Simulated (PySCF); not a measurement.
## How methods differ on the ionisation energy of Mn⁺

Mn⁺ [Ar] 3d5 4s1 (7S) → Mn²⁺ [Ar] 3d5 (6S), as a difference of total energies. Calculation: PySCF 2.14, in aug-cc-pVTZ-DK (8s7p5d3f2g, 93 functions); scalar relativity by spin-free X2C-1e. Correlated levels: valence: [Ar] frozen. The calculations carry no spin-orbit coupling.

| method | ionisation energy (eV) | error (eV) |
| --- | --- | --- |
| UHF | 14.855 | -0.785 |
| MP2 (valence) | 15.315 | -0.325 |
| SCS-MP2 (valence) | 15.009 | -0.631 |
| CCSD (valence) | 15.347 | -0.293 |
| CCSD(T) (valence) | 15.366 | -0.274 |

Reference: 15.640 eV (measured; NIST Atomic Spectra Database, ionization energies).

Errors of the correlated levels include the incompleteness of this basis and the frozen core.
